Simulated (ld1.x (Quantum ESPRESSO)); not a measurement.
# What the settings do to the RRKJ potential of Fe

Base potential:

```
Element                 : iron (Fe)
Generator               : ld1.x (Quantum ESPRESSO) 7.5
Type                    : norm-conserving RRKJ (Kleinman–Bylander form)
Functional              : Wu–Cohen
Relativity              : fully relativistic
Frozen core             : [Ne] 3s2
Valence charge          : 14
Reference configuration : 3p6 3d6 4s2 4p0
Partial waves           : 3p (bound): rc 1.35 bohr; 3d (bound): rc 0.90 bohr; 4s (bound): rc 2.45 bohr
Local potential         : the s channel
Core correction         : a·sin(br)/r model core, default radius (core density twice the valence density)
rho0                    : 0.005
```

Open shells are filled in proportion to 2j + 1 (rel_dist='average').

Cutoffs, loose and tight: the cutoffs (Ry, on a coarse ladder) from which the occupation-weighted sum of valence levels, in a spherical-Bessel basis at the reference potential, stays within 10 and 1 mRy of its value at 400 Ry. They do not see the model core or the augmentation charge, which bear on the density cutoff. Test errors are all-electron minus pseudo excitation energies from the reference, over the configurations 3p6 3d6 4s1 4p0; 3p6 3d6 4s0 4p0; 3p6 3d5 4s0 4p0; 3p6 3d4 4s0 4p0; 3p6 3d5 4s2 4p1; 3p5 3d6 4s2 4p0; 3p6 3d7 4s0 4p0. A dash means not determined; rows that change the core or the reference have their own tests. The largest error is taken over the tests solved by every variant that gives reliable tests at all: 3p6 3d4 4s0 4p0; 3p6 3d5 4s0 4p0; 3p6 3d6 4s0 4p0; 3p6 3d6 4s1 4p0; 3p6 3d7 4s0 4p0.

A true bound ghost makes a file unfit for plane-wave use even where its test errors are small: the radial tests pick states by their node count and pass the ghost by. Where a test does run into it, the solver fails or the error is huge.

The default core radius of the base comes out at 0.40 bohr.

```csv
change,outcome,"cutoff, loose","cutoff, tight",bound ghosts,largest test error (meV)
base,generated,200 Ry,230 Ry,none,-1247
scalar-relativistic,generated,200 Ry,230 Ry,none,-1255
functional BLYP,generated,200 Ry,230 Ry,none,-1223
"all radii but the core radius scaled by about 0.93 (s 2.28, p 1.26, d 0.84 bohr)",generated,230 Ry,260 Ry,none,-1195
core correction a·sin(br)/r model core inside 1.06 bohr,generated,200 Ry,230 Ry,none,-1233
wave 3p (bound): rc 1.35 bohr becomes 3p (bound): rc 0.82 bohr,generated,200 Ry,over 300 Ry,none,-1254
local potential the d channel,generated,230 Ry,260 Ry,s,-127
wave 3d (bound): rc 0.90 bohr becomes 3d (bound): rc 0.78 bohr,generated,260 Ry,300 Ry,none,-1279
"core [Ar], valence charge 8; reference 3d7 4s1 4p0; waves now 4s (bound): rc 2.50 bohr; 4p (bound): rc 2.40 bohr; 3d (bound): rc 1.65 bohr; local potential all-electron potential smoothed inside 2.10 bohr (lloc = -1); core correction none",generated,70 Ry,100 Ry,none,-726
```
